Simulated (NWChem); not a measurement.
Everything below was run with NWChem. System: germanium monotelluride (GeTe), charge 0, spin multiplicity 1, at a geometry optimised with B3LYP/def2-SVP with def2 effective core potentials on Te. Level: G0W0@LDA (SVWN5)/def2-TZVP with def2 effective core potentials on Te, RI basis def2-tzvp-rifit, no spin-orbit coupling.

Job file:

```
start mol
memory heap 200 mb stack 700 mb global 1700 mb
geometry units angstroms nocenter noautoz
  Ge     0.000000     0.000000     1.464896
  Te     0.000000     0.000000    -0.901474
  symmetry group C2v
end
basis spherical
  * library def2-tzvp
end
ecp
  Te library def2-ecp
end
basis "ri basis" bse spherical
  * library def2-tzvp-rifit
end
dft
  xc slater vwn_5
  iterations 100
  direct
  tolerances tight
end
task dft energy
gw
  states alpha occ 4 vir 2
end
task dft gw
```

Output (cleaned and shortened):

```
             Northwest Computational Chemistry Package (NWChem) 7.3.0
             --------------------------------------------------------

                                NWChem Input Module
                                -------------------

 Scaling coordinates for geometry "geometry" by  1.889725989
 (inverse scale =  0.529177249)

 Turning off AUTOSYM since
 SYMMETRY directive was detected!

                             Geometry "geometry" -> ""
                             -------------------------

 Output coordinates in angstroms (scale by  1.889725989 to convert to a.u.)

  No.       Tag          Charge          X              Y              Z
 ---- ---------------- ---------- -------------- -------------- --------------
    1 Ge                  32.0000     0.00000000     0.00000000     1.46489600
    2 Te                  52.0000     0.00000000     0.00000000    -0.90147400

 Effective nuclear repulsion energy (a.u.)     372.1104232793

            Nuclear Dipole moment (a.u.)
            ----------------------------
        X                 Y               Z
 ---------------- ---------------- ----------------
     0.0000000000     0.0000000000     0.0000453534

      Symmetry information
      --------------------

 Group name             C2v
 Group number             16
 Group order               4
 No. of unique centers     2

      Symmetry unique atoms

     1    2


 Summary of "ao basis" -> "" (spherical)
 ------------------------------------------------------------------------------
       Tag                 Description            Shells   Functions and Types
 ---------------- ------------------------------  ------  ---------------------
 *                         def2-tzvp                  on all atoms

 Summary of "ri basis" -> "" (spherical)
 ------------------------------------------------------------------------------
       Tag                 Description            Shells   Functions and Types
 ---------------- ------------------------------  ------  ---------------------
 *                      def2-tzvp-rifit               on all atoms
[...]
           0.000000000000         942.111973279456           0.000000000000
           0.000000000000           0.000000000000           0.000000000000

     Multipole analysis of the density
     ---------------------------------

     L   x y z        total         alpha         beta         nuclear
     -   - - -        -----         -----         ----         -------
     0   0 0 0     -0.000000    -28.000000    -28.000000     56.000000

     1   1 0 0     -0.000000     -0.000000     -0.000000      0.000000
     1   0 1 0     -0.000000     -0.000000     -0.000000      0.000000
     1   0 0 1      0.430977    -23.634078    -23.634078     47.699133

     2   2 0 0    -32.471368    -16.235684    -16.235684      0.000000
     2   1 1 0     -0.000000     -0.000000     -0.000000      0.000000
     2   1 0 1      0.000000      0.000000      0.000000      0.000000
     2   0 2 0    -32.471368    -16.235684    -16.235684      0.000000
     2   0 1 1      0.000000      0.000000      0.000000      0.000000
     2   0 0 2    -30.856567   -172.864328   -172.864328    314.872090

 Task  times  cpu:       25.0s     wall:       25.0s

                                NWChem Input Module
                                -------------------

                                 NWChem GW Module
                                 ----------------

                             ***********************
                             ***        GW       ***
                             ***********************

 Summary of "ri basis" -> "ri basis" (spherical)
 ------------------------------------------------------------------------------
       Tag                 Description            Shells   Functions and Types
 ---------------- ------------------------------  ------  ---------------------
 Ge                     def2-tzvp-rifit             37      159   10s9p8d5f4g1h
 Te                     def2-tzvp-rifit             38      184   9s8p8d6f4g3h

                 Memory Information
                 ------------------
          Available GA per process is          1699.9 MBs
          Available stack per process is        700.0 MBs
          Available heap per process is           0.0 MBs

          Peak memory in Initialization
              Peak GA per process is                  8.6 MBs
              Peak stack per process is               0.1 MBs
              Peak heap per process is                9.2 MBs
              Memory not in MA per process            0.0 MBs

          Peak memory in AFF Calculation
              Peak GA per process is                 42.0 MBs
              Peak stack per process is              29.3 MBs
              Peak heap per process is                0.0 MBs
              Memory not in MA per process           29.3 MBs

          Computing 2-center integrals
          Computing Inverse Cholesky factor
          Computing 3-center integrals
          Computing V_xc ...

          Computing Sigma_x
          Computing RPA polarizability
          Solving quasiparticle equations

                  Alpha Orbitals
          State     Energy (eV)     Error (eV)
          -----------------------------------
@GW        25        -13.093           0.005
@GW        26         -8.870           0.002
@GW        27         -8.631           0.002
@GW        28         -8.631           0.002
@GW        29         -0.752           0.002
@GW        30         -0.752           0.002

   Applying  -2.3242 eV scissor-shift to rest of particle states

   Applying   2.7375 eV scissor-shift to rest of hole states

     GW Timing Statistics
   ------------------------
   Init.   :          0.2s
     ERIs  :          1.1s
     Distr.:          0.0s
     Vxc   :          0.1s
   Sigma_x :          0.0s
   RPA     :          1.7s
   Wmn     :          0.0s
   Sigma_c :          0.0s
   GW total:          3.2s

 Task  times  cpu:        3.2s     wall:        3.2s

 Total times  cpu:       28.2s     wall:       28.2s
```
